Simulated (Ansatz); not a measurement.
Species: C7H13 (charge 0, doublet). It need not be the lowest isomer of its formula. SMILES: [CH2]C/C=C(\C)CC
Structure (B3LYP-D3(BJ)/def2-TZVP (Ansatz, a quantum-chemistry and plane-wave program) minimum search):
```
C
C 1 1.3346
H 2 1.0870 1 117.51
C 2 1.5028 3 114.30 1 178.76
H 4 1.0970 2 109.17 3 56.49
H 4 1.0987 5 104.71 2 -118.24
C 4 1.4900 5 109.12 6 -117.76
H 7 1.0813 4 120.33 5 -154.13
H 7 1.0816 8 118.34 4 173.51
C 1 1.5038 2 124.41 3 178.76
H 10 1.0876 1 112.93 2 -10.28
H 10 1.0934 11 107.71 6 -102.10
H 10 1.0940 11 107.89 12 -114.72
C 1 1.5092 2 120.27 3 -1.39
H 14 1.0919 1 109.16 2 6.92
H 14 1.0964 15 106.69 1 -117.67
C 14 1.5330 15 109.26 16 -117.34
H 17 1.0910 14 111.75 15 175.72
H 17 1.0915 18 107.54 14 121.72
H 17 1.0919 18 107.89 19 116.39
```
Charge 0, spin multiplicity 2.

Property: atomisation energy (electronic, to ground-state atoms), in kcal/mol. Correlated levels leave the core frozen unless marked. UHF or UKS for open shells. Spin-orbit coupling is left out. Non-relativistic. The coupled-cluster limit lacks core correlation, which all-electron functionals hold. CBS marks a two-point X^-3 extrapolation of the correlation energy; Hartree-Fock from the larger set. The bracket is a focal-point correction in the basis named.

| level | program | atomisation energy (kcal/mol) |
|---|---|---|
| r2SCAN-D3(BJ)/def2-TZVPD | Ansatz + dftd3 | 1940.3 |
| PBE0/def2-TZVPD | Ansatz | 1942.6 |
| BHLYP-D4/def2-TZVPD | Ansatz + dftd4 | 1892.1 |
| r2SCAN0/def2-TZVPD | Ansatz | 1920.0 |
| HSE06-D3(BJ)/def2-TZVPD | Ansatz + dftd3 | (withheld) |
| CAM-B3LYP-D3(BJ)/def2-TZVPD | Ansatz + dftd3 | 1941.1 |
| RI-MP2/CBS(cc-pVTZ,cc-pVQZ)+[CCSD(T)-MP2]/cc-pVTZ | Ansatz | (withheld) |

**Question.** Fill in the missing entries.

**Answer.** 
- HSE06-D3(BJ)/def2-TZVPD, atomisation energy (kcal/mol): 1951.1
- RI-MP2/CBS(cc-pVTZ,cc-pVQZ)+[CCSD(T)-MP2]/cc-pVTZ, atomisation energy (kcal/mol): 1930.7
